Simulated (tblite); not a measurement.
Input of a run (GFN2-xTB geometry optimisation, gas phase (tblite 0.8.0)), started from a force field or distance geometry:
```
{"job": {"kind": "relax", "xc": "GFN2-xTB", "basis": "xTB"}, "charge": 0, "multiplicity": 1}
C      3.087600    -0.203900     0.180900
C      1.772500    -0.198700    -0.532300
C      1.439300    -0.738600    -1.723900
N      0.111500    -0.443400    -1.900900
N     -0.362900     0.211700    -0.868300
C     -1.695300     0.727800    -0.606900
C     -2.095200     0.404200     0.834600
C     -2.846300    -0.145700    -0.317900
N      0.672000     0.361800    -0.031000
H      3.845000     0.421600    -0.345100
H      2.926400     0.327100     1.151600
H      3.426200    -1.212300     0.405100
H      2.061400    -1.278200    -2.417400
H     -1.821700     1.779100    -0.930600
H     -1.472100    -0.367100     1.353300
H     -2.377700     1.305100     1.395700
H     -2.797800    -1.231000    -0.489700
H     -3.881600     0.287000    -0.433600
```

Output (eV, eV/Å):
```
step      E/eV     max force
  0    -711.13834    3.243
  1    -711.64361    1.558
  2    -711.78013    0.819
  3    -711.85373    0.636
  4    -711.90598    0.530
  5    -711.93541    0.493
  6    -711.96032    0.457
  7    -711.98311    0.345
  8    -712.00069    0.346
  9    -712.01059    0.265
 10    -712.01671    0.172
 11    -712.02217    0.208
 12    -712.02807    0.232
 13    -712.03411    0.245
 14    -712.03926    0.179
 15    -712.04386    0.186
 16    -712.04954    0.218
 17    -712.05704    0.250
 18    -712.06501    0.279
 19    -712.07142    0.222
 20    -712.07577    0.179
 21    -712.07936    0.165
 22    -712.08374    0.171
 23    -712.08829    0.157
 24    -712.09158    0.123
 25    -712.09388    0.130
 26    -712.09584    0.123
 27    -712.09775    0.103
 28    -712.09983    0.102
 29    -712.10169    0.096
 30    -712.10314    0.103
 31    -712.10428    0.077
 32    -712.10531    0.073
 33    -712.10638    0.079
 34    -712.10742    0.072
 35    -712.10820    0.062
 36    -712.10866    0.058
 37    -712.10900    0.047
 38    -712.10938    0.051
 39    -712.10975    0.049
 40    -712.10999    0.032
 41    -712.11009    0.022
 42    -712.11014    0.021
 43    -712.11020    0.017
 44    -712.11025    0.015
 45    -712.11028    0.010
 46    -712.11029    0.007
```

Problem. Summarise the run.

Solution. The energy falls by 22.4 kcal/mol over 46 L-BFGS steps, the largest force on an atom goes from 3.24 to 0.007 eV/Å, and the atoms move by 0.231 Å rms after alignment. The bond that changes most is C2–C3 (substituted aromatic carbon to aromatic CH next to a ring nitrogen), which lengthens by 0.054 Å. Bonds longer at the end by more than 0.005 Å: 3 of 19; shorter: 14. Among the angles that change most is N4–N5–N9, from 105.6° to 114.7°. Among the dihedrals that turn most is N5–C6–C8–H18, from -162° to -143°. The energy never rose by more than 1e-5 eV on the way. The first step brought 52 % of the lowering.

Problem. What are the final bond lengths?

Solution. C1–C2 1.484 Å, C2–C3 1.404 Å, C3–N4 1.322 Å, N4–N5 1.313 Å, N5–C6 1.418 Å, C6–C7 1.498 Å, C7–C8 1.496 Å, N5–N9 1.315 Å, C2–N9 1.327 Å, C6–C8 1.500 Å, C1–H10 1.089 Å, C1–H11 1.086 Å, C1–H12 1.089 Å, C3–H13 1.070 Å, C6–H14 1.085 Å, C7–H15 1.078 Å, C7–H16 1.078 Å, C8–H17 1.079 Å, C8–H18 1.079 Å. Numbering counts from 1 in the input's order; the species is `Cc1cnn(C2CC2)n1`.

Time: 0.24 s of wall time. Hardware: one thread, Arm Neoverse V2 (aarch64), no GPU, shared host with 32 logical CPUs at a one-minute load of 18.

GFN2-xTB frequencies show an imaginary mode (42i cm⁻¹), so the point is no minimum at that level.

All values are computed, not measured.
